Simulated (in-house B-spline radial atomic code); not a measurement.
Rb6+: [Ar] 3d10 4s2 4p1

Method: Dirac-Kohn-Sham RPBE, spherical fractional occupations, Fermi nucleus of rms radius 4.2036 fm. Calculated with a radial B-spline atomic code at the basis-set limit.

Screening seen three ways: the hydrogenic charge with the same mean radius, Z_r = [3n² - l(l+1)]/(2<r>), the one with the same energy, Z_e = n√(-2ε), and Slater's rules. Values are occupation-weighted means over j. An effective charge above Z reflects the relativistic contraction of the inner shells.

```tsv
shell	electrons	ε (eV)	<r> (bohr)	Z_r	Z_e	Slater
1s	2	-15122	0.04029	37.23	33.34	36.70
2s	2	-2098.5	0.1775	33.80	24.84	32.85
2p	6	-1871.2	0.1549	32.27	23.45	32.85
3s	2	-387.35	0.509	26.52	16.01	25.75
3p	6	-314.21	0.5165	24.20	14.42	25.75
3d	10	-192.98	0.5192	20.22	11.30	15.85
4s	2	-109.14	1.304	18.41	11.33	11.00
4p	1	-89.877	1.425	16.14	10.28	11.00
```

The least bound orbital is 4p3/2 at -89.41 eV, and it is also the most diffuse (<r> = 1.432 bohr).

Spin-orbit splittings of the orbital energies (j = l + 1/2 above j = l - 1/2 when positive): 2p 60.82 eV, 3p 9.185 eV, 3d 1.574 eV, 4p 1.39 eV.

For the 1s electron the small component carries 1.81 % of the norm, the zero-frequency Breit interaction raises the level by 25.76 eV, self-energy by 13.76 eV, and vacuum polarisation lowers it by 1.457 eV.
